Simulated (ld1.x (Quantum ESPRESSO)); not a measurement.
## Scattering properties, TM potential for Ce

* Element: Ce (Z = 58)
* Generator: ld1.x (Quantum ESPRESSO) 7.5
* Type: norm-conserving Troullier–Martins (Kleinman–Bylander form)
* Functional: LDA (PZ)
* Relativity: scalar-relativistic
* Frozen core: [Kr] 4d10
* Valence charge: 12
* Reference configuration: 4f1 5s2 5p6 5d1 6s2 6p0
* Partial waves: 5s (bound): rc 2.10 bohr; 5p (bound): rc 2.75 bohr; 5d (bound): rc 3.25 bohr; 4f (bound): rc 1.65 bohr
* Local potential: all-electron potential smoothed inside 2.90 bohr (lloc = -2)
* Core correction: none

Occupied shells without a wave of their own: 6s. They enter only through the test configuration that unscreens the potential.

The phase is arctan(r·u′/u) with u = r·R(r), unwrapped; energies in Ry, scanned from -5 to 5 Ry. A pole is an energy at which the radial function vanishes at the test radius. The pseudo phase is shifted by a multiple of π to meet the all-electron one at the reference energy, and phase errors are pseudo minus all-electron; the curves can meet again beyond the range given. Levels narrower than the energy grid can be missing from the lists of poles.

```tsv
channel	radius (bohr)	reference energy (Ry)	poles, all-electron	poles, pseudo	unbroken range about the reference energy with phases within 0.05 rad	phase error 1 Ry above the reference energy (rad)
s	3.56	-2.99	-2.98, 1.28	-2.98, 1.09, 4.48	below 1.6	+0.001
p	3.56	-1.71	-1.65, 2.18	-1.65, 2.25	below 0.1	+0.003
d	3.56	-0.23	0.17, 3.84	0.17, 4.04	below 1.4	+0.006
f	3.56	-0.41	-0.39, 2.23	-0.39, 2.81	below 0.4	+0.093
```

Phases in the d channel:

```tsv
E (Ry)	all-electron	pseudo
-5.00	1.443	1.443
-4.74	1.439	1.439
-4.48	1.435	1.435
-4.22	1.431	1.431
-3.96	1.426	1.426
-3.70	1.420	1.421
-3.44	1.414	1.414
-3.18	1.407	1.408
-2.92	1.400	1.400
-2.66	1.390	1.391
-2.40	1.379	1.380
-2.14	1.366	1.366
-1.88	1.349	1.350
-1.62	1.327	1.328
-1.36	1.297	1.297
-1.10	1.249	1.250
-0.84	1.162	1.162
-0.58	0.929	0.930
-0.32	-0.293	-0.292
-0.06	-1.366	-1.365
0.20	-1.586	-1.585
0.46	-1.691	-1.688
0.72	-1.775	-1.770
0.98	-1.873	-1.862
1.24	-2.029	-2.003
1.50	-2.373	-2.292
1.76	-3.252	-3.033
2.02	-4.058	-3.928
2.28	-4.359	-4.300
2.54	-4.494	-4.459
2.80	-4.571	-4.545
3.06	-4.621	-4.600
3.32	-4.658	-4.639
3.58	-4.687	-4.670
3.84	-4.712	-4.695
4.10	-4.735	-4.717
4.36	-4.758	-4.738
4.62	-4.781	-4.758
4.88	-4.807	-4.780
```
